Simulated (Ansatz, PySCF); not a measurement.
Lewis adduct: BGeH5 (SMILES [BH2][GeH3]) (first 7 atoms) with H2O (SMILES O); geometry from B3LYP-D3(BJ)/def2-TZVP.
(charge 0, multiplicity 1):
```
atom    x (Å)    y (Å)    z (Å)
----  -------  -------  -------
B      1.2228   0.2876   0.8022
Ge    -0.6192  -0.0185  -0.1290
H      2.0332  -0.5662   0.5876
H      1.6274   1.4131   0.7644
H     -0.5644   0.0266  -1.6702
H     -1.2459  -1.3967   0.2370
H     -1.7065   1.0102   0.2943
O      0.9414   0.0806   2.4767
H      0.5703  -0.7957   2.6521
H      0.3058   0.7356   2.7976
```

Basis-set superposition error: the interaction energy with monomers in their own basis, and in the dimer's basis (counterpoise).

Programs: Ansatz (Gaussian orbitals); PySCF for 6-31G* rows, M06-2X. 

```
level                  uncorrected (meV)  counterpoise (meV)  difference
---------------------  -----------------  ------------------  ----------
HF/6-31G*                         -874.8              -735.4       139.5
SVWN5/def2-TZVPPD                -1623.5             -1612.8        10.7
r2SCAN/def2-TZVPPD               -1208.1             -1201.3         6.8
B97M-V/def2-TZVPPD               -1133.4             -1128.1         5.3
PBE0/def2-TZVPPD                 -1173.5             -1166.6         6.9
M06-2X/def2-TZVPPD               -1154.8             -1146.7         8.1
CAM-B3LYP/def2-TZVPPD            -1092.3             -1084.5         7.8
wB97M-V/def2-TZVPPD              -1165.7             -1158.6         7.1
MP2/6-31G*                       -1331.1             -1013.3       317.9
SCS-MP2/aug-cc-pVDZ               -981.9              -854.9       127.0
```

The error is largest for MP2/6-31G* (317.9 meV) and smallest for B97M-V/def2-TZVPPD (5.3 meV).

Ansatz is a first-principles code.
